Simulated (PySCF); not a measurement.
Ta(NMe)(F)2(OH) (CH₄F₂NOTa), SMILES C[N]=[Ta]([OH])([F])[F], multiplicity 1.

Coordinates come from a PBE-D3(BJ)/def2-SVP optimisation. The spin state was assumed, not searched. The def2 effective core potentials stand for the cores of Ta; spin–orbit coupling is left out. The values are those of a single conformer.

Two levels are set side by side: TDDFT-PBE/def2-SVPD (PySCF) and TDDFT-M06-2X/def2-SVPD (PySCF). Vertical, same geometry. The lowest singlet is HOMO→LUMO 91 % with PBE and HOMO→LUMO+1 58 %, HOMO−1→LUMO+2 17 %, HOMO→LUMO+5 13 % with the other functional; states are paired by order. Differences are taken from unrounded values.

| quantity | TDDFT-PBE |
|---|---|
| lowest singlet excitation (eV) | 4.70 |
| lowest triplet excitation (TDA) (eV) | 4.32 |

Problem. These are the TDDFT-PBE values. What does TDDFT-M06-2X give? (An estimate is asked for; the answer gives what the named calculation found.)

Solution. 
| quantity | TDDFT-M06-2X | TDDFT-PBE minus TDDFT-M06-2X |
|---|---|---|
| lowest singlet excitation (eV) | 4.96 | -0.26 |
| lowest triplet excitation (TDA) (eV) | 4.57 | -0.25 |

A lower first singlet is the usual sign of a functional without exact exchange. Differences between two approximate levels are no errors against the true value.

Rough cost on one machine, each run with all the roots and properties that it gave: TDDFT-M06-2X against TDDFT-PBE about 20 times.
